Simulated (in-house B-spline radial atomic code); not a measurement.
Inner levels of sulfur as electrons are removed. A shift is the extra binding of the orbital against the neutral atom ([Ne] 3s2 3p4). Computed with an all-electron radial atomic-structure program (B-spline basis): non-relativistic Hartree-Fock, average of the configuration, point nuclei.

| ion | configuration | shift of 1s (eV) | shift of 2p (eV) | shift of 2s (eV) | radius of 1s (bohr) | radius of 2p (bohr) | radius of 2s (bohr) | Σ<r²> (bohr²) | change of density at nucleus (bohr⁻³) |
| --- | --- | --- | --- | --- | --- | --- | --- | --- | --- |
| S | [Ne] 3s2 3p4 | 0 | 0 | 0 | 0.097151 | 0.44112 | 0.47576 | 29.358 | - |
| S+ | [Ne] 3s2 3p3 | 11.971 | 11.714 | 11.769 | 0.097148 | 0.44099 | 0.47549 | 21.085 | 1.5465 |
| S2+ | [Ne] 3s2 3p2 | 26.384 | 25.616 | 25.729 | 0.097143 | 0.44063 | 0.47503 | 15.174 | 3.5433 |
| S3+ | [Ne] 3s2 3p1 | 43.049 | 41.477 | 41.645 | 0.097135 | 0.43998 | 0.47433 | 10.639 | 5.9563 |
| S4+ | [Ne] 3s2 | 61.854 | 59.158 | 59.374 | 0.097125 | 0.43903 | 0.4734 | 7.0172 | 8.7736 |
| S5+ | [Ne] 3s1 | 83.074 | 79.285 | 78.995 | 0.097124 | 0.43754 | 0.47355 | 4.2969 | -1.0148 |
| S6+ | [He] 2s2 2p6 | 105.96 | 100.82 | 99.927 | 0.097122 | 0.4358 | 0.47294 | 1.967 | -13.093 |
| S7+ | [He] 2s2 2p5 | 169.6 | 151.21 | 144.29 | 0.097012 | 0.41977 | 0.46241 | 1.6149 | -1.1076 |
| S8+ | [He] 2s2 2p4 | 237.78 | 204.55 | 190.93 | 0.096881 | 0.40506 | 0.45224 | 1.3105 | 11.959 |
| S9+ | [He] 2s2 2p3 | 310.43 | 260.84 | 239.82 | 0.096729 | 0.39149 | 0.44243 | 1.0453 | 26.119 |
